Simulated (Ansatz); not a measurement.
Reaction (ligand exchange at the Si–N bond): `F[SiH2][NH][AlH2]` + `N[Si](O)(O)F` → `O[Si](O)(F)N[SiH2]F` + `[NH2][AlH2]`

Computed with Ansatz on PBE0-D4/def2-TZVP structures; ΔE is electronic, products minus reactants. CCSD(T)/CBS is the MP2 limit (def2-TZVPP, def2-QZVPP) plus CCSD(T) − MP2 in def2-TZVPP, frozen cores. This one scheme is used for every species. DFT in def2-TZVPP. B3LYP here is the variant with VWN-RPA as its local correlation; programs differ in this. One conformer a species, not always the lowest.

`F[SiH2][NH][AlH2]`:

```xyz
9

F    -0.414   -0.078    2.458
Si    0.620   -0.009    1.235
N    -0.107    0.605   -0.183
Al   -0.723   -0.292   -1.604
H     1.722    0.867    1.698
H     1.065   -1.394    0.966
H    -0.227    1.610   -0.199
H    -1.370    0.554   -2.773
H    -0.565   -1.863   -1.599
```

`N[Si](O)(O)F`:

```xyz
9

N    -1.186   -0.344   -0.626
Si    0.282    0.231   -0.026
O     1.245   -1.078    0.089
O     0.053    1.064    1.355
F     1.030    1.297   -0.944
H    -2.001    0.243   -0.672
H    -1.210   -1.087   -1.303
H     2.191   -0.928    0.071
H    -0.406    0.602    2.057
```

`O[Si](O)(F)N[SiH2]F`:

Cartesian coordinates in Å:
```
O -1.791 1.465 -0.690
Si -0.433 0.590 -0.816
O 0.604 1.483 -1.699
F -0.685 -0.793 -1.560
N 0.116 0.151 0.735
Si 0.476 -1.396 1.377
F 1.942 -1.878 0.947
H -2.005 2.051 -1.417
H 1.446 1.094 -1.937
H 0.315 0.927 1.351
H 0.480 -1.291 2.853
H -0.466 -2.404 0.857
```

`[NH2][AlH2]`:

Z-matrix (Å, degrees):
```
N
Al 1 1.766
H 1 1.007 2 124.9
H 1 1.007 2 124.9 3 180.0
H 2 1.583 1 117.9 3 -180.0
H 2 1.583 1 117.9 3 0.0
```

Question: Is it downhill or uphill in electronic energy at CCSD(T)/CBS, and by how much? (An estimate is asked.)

Answer: Ansatz gave: Nearly level: ΔE = +0.4 kJ/mol.

Question: What do these levels give: B3LYP-D4, ωB97X-V, ωB97M-V, B2PLYP, r2SCAN, PBE0, HF/def2-TZVPP, SCS-MP2/def2-TZVPP, CCSD/def2-TZVPP, CCSD(T)/def2-TZVPP, MP2/def2-QZVPP, HF/CBS(def2)? (Best estimate.)

Answer: The calculation gave: B3LYP-D4 -2.5, ωB97X-V -0.6, ωB97M-V -0.6, B2PLYP 0.6, r2SCAN 0.0, PBE0 1.5, HF/def2-TZVPP 1.5, SCS-MP2/def2-TZVPP 0.9, CCSD/def2-TZVPP 0.5, CCSD(T)/def2-TZVPP 0.3, MP2/def2-QZVPP 1.1, HF/CBS(def2) 1.5 kJ/mol.

Largest T1 diagnostic among the species: 0.012.
